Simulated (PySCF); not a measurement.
Si(H)2(Br)(NH2) (BrH4NSi), SMILES N[SiH2]Br.

Geometry optimised at B3LYP-D3(BJ)/def2-SVP. The values are those of a single conformer.

These are PySCF with PBE/def2-TZVPD values and carry that method's errors.

Symmetry labels are those of the subgroup Cs that the program uses (full group Cs).

**Question.** List the valence orbital energies around the gap with their symmetry. (An estimate is asked for; the answer gives what the named calculation found.)

**Answer.** 
```json
[
 {"orbital": "HOMO−7", "symmetry": "A'", "energy (eV)": "-13.49"},
 {"orbital": "HOMO−6", "symmetry": "A\"", "energy (eV)": "-12.55"},
 {"orbital": "HOMO−5", "symmetry": "A'", "energy (eV)": "-10.22"},
 {"orbital": "HOMO−4", "symmetry": "A'", "energy (eV)": "-8.99"},
 {"orbital": "HOMO−3", "symmetry": "A\"", "energy (eV)": "-8.93"},
 {"orbital": "HOMO−2", "symmetry": "A'", "energy (eV)": "-7.24"},
 {"orbital": "HOMO−1", "symmetry": "A\"", "energy (eV)": "-6.91"},
 {"orbital": "HOMO", "symmetry": "A'", "energy (eV)": "-6.60"},
 {"orbital": "LUMO", "symmetry": "A'", "energy (eV)": "-0.92"},
 {"orbital": "LUMO+1", "symmetry": "A'", "energy (eV)": "-0.71"},
 {"orbital": "LUMO+2", "symmetry": "A'", "energy (eV)": "0.04"},
 {"orbital": "LUMO+3", "symmetry": "A'", "energy (eV)": "0.39"}
]
```
